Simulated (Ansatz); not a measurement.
H₈N₂SSi₂ (`N[SiH2]S[SiH2]N`), 13 atoms. Charge 0, multiplicity 1. All runs use 4 threads of a server CPU on a shared host. Correlated methods freeze the cores.

Task: Give the basis size and wall time and peak host memory of each of these runs in Ansatz. RKS CAM-B3LYP-D4/def2-TZVPP energy; RKS ωB97M-V/def2-TZVPP energy and forces; RKS PBE0-D4/def2-QZVPP energy; direct RPA on PBE orbitals/def2-TZVPP energy; RKS ωB97M-V/def2-QZVPP energy; RKS PBE0-D4/def2-TZVP relaxation (6 steps); RKS r2SCAN-D4/def2-TZVPP energy and forces; RKS BLYP-D4/def2-TZVPP energy; RHF-MP2/def2-QZVPP energy; RHF-CCSD(T)/def2-SVP energy; RHF-CCSD(T)/def2-TZVPP energy; RKS ωB97M-V/def2-SVP energy. (An estimate is asked.)

Result: Ansatz gave: Other jobs shared the machine, so times are rough.

```
                                level                   job  functions  wall time  peak host memory (GiB)
               RKS BLYP-D4/def2-TZVPP                energy        300      3.7 s                    0.47
                 RKS ωB97M-V/def2-SVP                energy        122        6 s                    0.43
                 RHF-CCSD(T)/def2-SVP                energy        122        6 s                    0.64
direct RPA on PBE orbitals/def2-TZVPP                energy        300      6.5 s                    0.85
          RKS CAM-B3LYP-D4/def2-TZVPP                energy        300      7.5 s                     1.1
             RKS r2SCAN-D4/def2-TZVPP     energy and forces        300        8 s                     0.5
               RKS PBE0-D4/def2-QZVPP                energy        564       14 s                     2.6
               RKS ωB97M-V/def2-TZVPP     energy and forces        300       17 s                     1.3
               RKS ωB97M-V/def2-QZVPP                energy        564       30 s                     2.8
                RKS PBE0-D4/def2-TZVP  relaxation (6 steps)        221       37 s                    0.68
                   RHF-MP2/def2-QZVPP                energy        564       50 s                       4
               RHF-CCSD(T)/def2-TZVPP                energy        300    4.1 min                     9.2
```
